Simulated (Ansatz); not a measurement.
Mg5S4I2⁺, relaxed as a doublet with UKS PBE-D4/def2-SVP in Ansatz, starting from the PBE-D4/def2-SVP geometry of the neutral singlet. Force threshold 0.03 eV/Å.

In the def2 sets I takes a core potential; there is no spin–orbit coupling. The gap within one spin of the relaxed charge 1 doublet nearly closes, so an electron or hole may be smeared out by delocalisation error.

Start:

Cartesian coordinates in Å:
```
Mg -2.4310 0.2288 0.1515
Mg 0.5351 1.7210 -1.6542
Mg -0.0861 1.7398 1.2963
Mg -0.3211 -1.9022 1.3438
Mg 2.2608 -0.6034 -0.2283
S -1.5688 2.3190 -0.6605
S -1.4118 0.0285 2.3536
S 2.0744 1.7823 0.2312
S 1.8604 -2.5669 0.9345
I -2.3791 -2.3411 -0.7127
I 1.4672 -0.4057 -3.0552
```

| step | energy (eV) | largest force component (eV/Å) | SCF passes |
| --- | --- | --- | --- |
| 1 | -86716.6965 | 1.182 | 47 |
| 2 | -86716.8740 | 0.289 | 30 |
| 3 | -86716.9158 | 0.137 | 29 |
| 4 | -86716.9248 | 0.041 | 30 |
| 5 | -86716.9262 | 0.013 | 27 |
| 6 | -86716.9266 | 0.010 | 27 |

Force components are those of the run's own axes.

End:

```xyz
11

Mg   -2.4534    0.2409    0.1562
Mg    0.5362    1.7451   -1.6641
Mg   -0.0942    1.8051    1.3368
Mg   -0.4671   -1.9316    1.3766
Mg    2.3373   -0.5207   -0.3311
S    -1.5555    2.3174   -0.6399
S    -1.3848    0.0384    2.3640
S     2.0698    1.7763    0.2607
S     1.8183   -2.5770    0.8571
I    -2.2130   -2.3575   -0.7562
I     1.4064   -0.5364   -2.9601
```

By distances, no bond broke or formed. The bond that changes most is Mg5–I11, from 2.94 to 2.79 Å (atoms count from 1).

The force fell under the threshold at step 5, but the optimiser went on. No frequencies were taken in this run, so the end may be a saddle point.

Run time 28 s (2 threads of AMD EPYC 7R13 on a shared host and a share (18 GiB) of an NVIDIA H100 80GB HBM3), peak host memory 0.89 GiB.
